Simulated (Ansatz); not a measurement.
Cost and result up the ladder for SiEt(NCO)3 (C₅H₅N₃O₃Si) (17 atoms). The state is a singlet with charge 0. Geometry: r2SCAN-D4/def2-SVP.

```xyz
17

Si    0.137   -0.159    0.485
C     0.414    1.267   -0.663
C    -0.297    1.129   -2.013
H     1.505    1.373   -0.800
H     0.087    2.183   -0.138
H    -0.102    1.998   -2.660
H     0.041    0.231   -2.555
H    -1.388    1.048   -1.888
N     0.699   -1.617   -0.217
C     1.029   -2.680   -0.673
O     1.360   -3.708   -1.124
N    -1.532   -0.345    0.825
C    -2.690   -0.553    1.073
O    -3.820   -0.743    1.311
N     0.963    0.077    1.965
C     1.522    0.190    3.023
O     2.071    0.310    4.050
```

Ansatz on 4 threads of Arm Neoverse V2 on a shared host. Times are rough, and most runs start from the orbitals of an earlier one. r2SCAN0-D4/def2-TZVP serves as the yardstick here, not as an exact answer. Differences are given only for rows in sets of like size (and for xTB, whose basis is part of the method), since another set adds its own error. Binding counts from free atoms at the same level (Si triplet, C triplet, H doublet, N quartet, O triplet; other spins of the atoms weren't run), without zero-point energy or a counterpoise term.

Correlated methods freeze 16 core orbitals. The rows differ in basis, and correlated rows in double-zeta sets carry the largest basis error.

Correlated methods converge slowly with the basis, most of all in double-zeta sets.

```tsv
level	functions	binding energy per atom (eV)	difference from r2SCAN0-D4/def2-TZVP (eV)
r2SCAN0-D4/def2-TZVP	408	4.87	0.00
HF/STO-3G	69	3.16	–
PBE0-D4/def2-SVP	197	5.10	–
r2SCAN-D4/def2-TZVP	408	5.03	0.16
HF/def2-TZVP	408	3.35	-1.53
PBE-D4/def2-TZVP	408	5.25	0.37
PBE-D4/def2-SVP	197	5.30	–
PBE0-D4/def2-TZVP (with forces)	408	5.05	0.17
MP2/def2-SVP	197	4.88	–
```

Task: Estimate how long each takes.

Result: HF/STO-3G 0.4 s; PBE-D4/def2-SVP 2.7 s; MP2/def2-SVP 3.7 s; PBE0-D4/def2-SVP 4.7 s; PBE-D4/def2-TZVP 6 s; HF/def2-TZVP 11 s; r2SCAN-D4/def2-TZVP 12 s; r2SCAN0-D4/def2-TZVP 18 s; PBE0-D4/def2-TZVP (with forces) 20 s. On shared hardware such times vary by a factor of up to 3.
